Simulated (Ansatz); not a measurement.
Ansatz (a quantum-chemistry and plane-wave program) input (B3LYP/6-311+G**): The .json file is the Basis Set Exchange's 6-311+G**.

Ansatz 0.2 input:
```yaml
crystal:
  periodic: [false, false, false]
  atoms:
    - {symbol: B, position_ang: [-0.63828070, 0.19445736, 0.00069969]}
    - {symbol: N, position_ang: [0.63078365, -0.32099861, -0.00354644]}
    - {symbol: H, position_ang: [-1.61807449, -0.55359993, -0.02141969]}
    - {symbol: H, position_ang: [-0.93312821, 1.40011256, 0.02575142]}
    - {symbol: H, position_ang: [1.32712062, 0.42819083, 0.01699493]}
basis:
  gaussian:
    orbitals: 6-311+G__.json
hamiltonian:
  xc: {name: B3LYP}
total_charge: -1
output: {forces: true}
```

From the last part of the output:

```
WARN ansatz: RAYON_NUM_THREADS=1 ignored (pool sized by the plan → 1); use --threads N
Functional definition: B3LYP
integrals: 0.01 GiB planned
529 factors; their error is unknown
mean field: 0.12 GiB planned
mean field evaluation 1: about -2215.0412 eV, gradient 2.4e1 eV
mean field evaluation 2: about -2211.1722 eV, gradient 4.7e1 eV
mean field evaluation 4: about -2216.5223 eV, gradient 2.0e0 eV
mean field evaluation 8: about -2216.5254 eV, gradient 9.6e-3 eV
mean field -2216.52537485 eV, -81.4558051108 hartree, gradient 3.3e-5 eV, S^2 0.000000; 0 other end points of the search recorded, 0 dependent functions left out
the calculation of the forces begins
reference -2216.52561442 eV, -81.4558139150 hartree; 8, 8 occupied and 54, 54 virtual orbitals, 529 factors
Total energy: -2216.52561442 eV, -81.4558139150 hartree
Atom 0 at    -0.638281     0.194457     0.000700 Å, force    -0.207891    -0.039559    -0.002052 eV/Å
Atom 1 at     0.630784    -0.320999    -0.003546 Å, force     0.144024    -0.015728     0.000466 eV/Å
Atom 2 at    -1.618074    -0.553600    -0.021420 Å, force     0.005403     0.030956     0.000717 eV/Å
Atom 3 at    -0.933128     1.400113     0.025751 Å, force     0.029166     0.014953     0.000496 eV/Å
Atom 4 at     1.327121     0.428191     0.016995 Å, force     0.029299     0.009378     0.000374 eV/Å
Dipole moment:     0.140618     0.297669     0.007392 e Å
```

The dipole moment of an ion depends on the origin.
